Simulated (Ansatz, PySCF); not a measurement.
Pulling on the O3–H4 bond in H2OPb (SMILES [OH][PbH]) (multiplicity 1 held, fragments rigid). Energies count from the point at 0.964 Å.
Geometry at that point (charge 0, multiplicity 1):
```xyz
4

Pb    -0.12012    -0.10155     0.14051
H     -1.48640     0.02135    -1.14319
O      1.29889     0.89352    -1.05799
H      0.94497     1.15771    -1.91447
```

Restricted levels (R-, RO-) in cc, def2 and unpolarised 6-31G sets keep to the state of the molecule at rest. Active spaces are followed from a long bond inwards. Left out are points that failed, MP2 points that dive below the minimum, coupled-cluster points behind a jump of the amplitudes or a sharp parting from full CI or MRCI, small-basis points behind a change of solution, and semi-empirical points at long bonds. Curves can end on different states.

Frozen-core correlation. Filled d and f shells under p-block atoms count as core. Rows in LANL2DZ carry no dispersion term and start afresh at each structure. LANL2DZ brings its own core potentials from Na on.

Programs: Ansatz (a program for electronic structure) with Gaussian orbitals; PySCF for LANL2DZ rows. Values without a source in brackets are computed. In def2 rows elements past Kr take small-core potentials, without spin–orbit coupling.

Energies in kcal/mol.

| R (Å) | R-HF/def2-TZVPP | R-B3LYP/LANL2DZ | R-wB97X-V/def2-TZVPP | R-CCSD(T)/def2-TZVPP | FIC-MRCISD+Q on CASSCF(4,3)/def2-TZVPP |
|---|---|---|---|---|---|
| 0.771 | 30.0 | 41.9 | 35.0 | 34.9 | 34.1 |
| 0.867 | 4.0 | 9.5 | 6.5 | 6.6 | 6.3 |
| 0.964 | 0.0 | 0.0 | 0.0 | 0.0 | 0.0 |
| 1.060 | 7.5 | 2.5 | 4.9 | 4.7 | 4.9 |
| 1.156 | 20.6 | 11.1 | 15.6 | 14.9 | 15.4 |
| 1.301 | 44.4 | 28.7 | 36.0 | 34.1 | 34.9 |
| 1.445 | 68.8 | 47.6 | 57.3 | 53.4 | 54.3 |
| 1.686 | 105.5 | 76.5 | 89.8 | 80.2 | 80.9 |
| 1.927 | 135.6 | 100.2 | 116.6 | 97.9 | 98.2 |
| 2.216 | 163.6 | 121.3 | 141.4 | 108.1 | 109.0 |
| 2.602 | 190.3 | 139.5 | 164.7 | 109.1 | 114.4 |
| 3.084 | 212.0 | left out | 183.3 | 102.6 | 116.0 |

Doubts at one or more of the structures used: a restricted determinant that unrestricted orbitals would lower (R-HF/def2-TZVPP, R-wB97X-V/def2-TZVPP, R-CCSD(T)/def2-TZVPP); other coupled-cluster roots lie near (R-CCSD(T)/def2-TZVPP); T1 above 0.05 (R-CCSD(T)/def2-TZVPP); active orbitals that take no part (FIC-MRCISD+Q on CASSCF(4,3)/def2-TZVPP).
